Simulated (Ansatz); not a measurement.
Two isomers of CH6GeO: A = `C[O][GeH3]`, B = `O[CH2][GeH3]`.

Gas-phase electronic energies from Ansatz, PBE0-D4/def2-TZVP geometries. CCSD(T)/CBS is the MP2 limit (def2-TZVPP, def2-QZVPP) plus CCSD(T) − MP2 in def2-TZVPP, frozen cores. DFT in def2-TZVPP. For Ge outer-core shells are correlated without core-valence functions, which leaves a few kJ/mol of doubt a bond. Scalar relativity is left out up to krypton. Each species was taken in one conformer, which may not be the lowest.

Which is lower in electronic energy at CCSD(T)/CBS, and by how much? (Estimate.)

The calculation gave: A, by 11.2 kcal/mol.

Give E(B) − E(A) in kcal/mol with CCSD(T)/def2-SVP, MP2/def2-TZVPP, r2SCAN-D4, B2PLYP, CCSD(T)/def2-TZVPP, HF/def2-TZVPP, PBE0-D4. (An estimate is asked.)

The calculation gave: CCSD(T)/def2-SVP 13.5, MP2/def2-TZVPP 12.3, r2SCAN-D4 12.0, B2PLYP 12.7, CCSD(T)/def2-TZVPP 11.9, HF/def2-TZVPP 15.1, PBE0-D4 10.5. None reverses the order clearly.

Does the order hold for the free energy at 298.15 K (harmonic terms from PBE0-D4)? (Estimate.)

Ansatz gave: Yes: G(B) − G(A) = +11.1 kcal/mol, for one conformer each.

Largest T1 diagnostic: 0.011.

At CCSD(T), def2-SVP lies +2.3 kcal/mol from the extrapolated value and def2-TZVPP +0.7 kcal/mol. From BLYP to BHLYP (50 % exact exchange), in def2-TZVPP and without D4, E(B) − E(A) moves by +0.9 kcal/mol.
